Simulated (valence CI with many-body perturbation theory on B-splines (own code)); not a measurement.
## I32+ in brief

Level of theory: valence CI with perturbative core correlation (CI+MBPT): three valence electrons over a frozen Dirac-Fock core [Ar], radial functions for each j: 9 s, 9 p, 10 d, 8 f, 5 g, 3 h, 1 i, with the one-electron correlation potential Σ1 (screened to all orders), the two-electron term Σ2, the three-electron term Σ3, Breit, model QED; selected single and double excitations, second order for the rest (own B-spline code, finite nucleus).

No measured spectrum was set against this ion. As an estimate, large intervals hold to a few tenths of a per cent, small ones and those within an open d or f shell to about a per cent. Only levels of the ground parity were solved; by the run's estimate the other parity begins above the list, which can be wrong where configurations are misplaced.

Levels are named by their leading jj configuration (3d3/2^4 stands for four electrons in 3d with j = 3/2), which in mixed levels can hold well under half, so a name can repeat and another be missing.

Rates and lifetimes use the calculated energies. Strong lines usually hold to 10 to 20 %, long lifetimes can be off by a factor of two.

Q: What is the ground level?

A: (3d3/2^3) J=3/2, composition 67 % 3d³ ⁴F + 26 % 3d³ ²D + 5 % 3d³ ²P, g = 0.574.

Q: How well does LS coupling describe the low levels?

A: Among the lowest 19 levels the leading LS term, summed over configurations, holds 69 % on average. For single configurations the figures are 69 % in LS and 84 % in jj coupling. Terms mix most in the J = 3/2 level at 15.233 eV, where the leading one holds 43 %.

Q: What is the ionisation energy?

A: 1999.9 eV; NIST lists 1999 ± 4 eV (theoretical).
